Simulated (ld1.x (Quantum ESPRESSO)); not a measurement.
# Before and after: PAW potential for H

H, PAW, made with ld1.x (Quantum ESPRESSO) 7.5 (PBE, scalar-relativistic). Core none, reference 1s1. Waves: 1s (bound): rcut 1.10, rcutus 1.25 bohr; 1s channel at 0.2 Ry: rcut 1.10, rcutus 1.25 bohr; 2p channel at -0.05 Ry: rcut 1.10, rcutus 1.40 bohr; 2p channel at 2.15 Ry: rcut 1.10, rcutus 1.40 bohr. Local part: all-electron potential smoothed inside 1.15 bohr (lloc = -1). Core correction: none. Augmentation charge: BESSEL, radius 0.80 bohr.

All-electron outer shells of the reference configuration (PBE, scalar-relativistic, ld1.x):

```csv
shell,level (eV),outermost node (bohr),outermost maximum (bohr)
1s,-6.49,–,1.03
```

Change: all radii scaled by about 1.25 (s 1.56, p 1.74 bohr, rcut 1.38/1.38); local potential all-electron potential smoothed inside 1.44 bohr (lloc = -1); augmentation BESSEL, radius 1.00 bohr.

Cutoffs: the cutoffs (Ry, on a coarse ladder) from which the occupation-weighted sum of valence levels, in a spherical-Bessel basis at the reference potential, stays within 10 and 1 mRy of its value at 400 Ry; they do not see the model core or the augmentation charge, which bear on the density cutoff. Errors are all-electron minus pseudo energies relative to the spin-unpolarised reference configuration.

Task: What does the change do?

Result: The potential gets softer (15 Ry and 25 Ry → 10 Ry and 18 Ry); neither file shows a bound ghost. A larger radius leaves more room for a smooth pseudo-wave, so fewer plane waves are needed.

```tsv
quantity	base	changed
cutoff, loose	15 Ry	10 Ry
cutoff, tight	25 Ry	18 Ry
bound ghosts	none	none
error for 1s0.5, meV [ΔE 4.76 eV]	0.0	-0.2
lowest overlap eigenvalue by channel	s 0.99, p 0.98	s 0.98, p 0.98
```
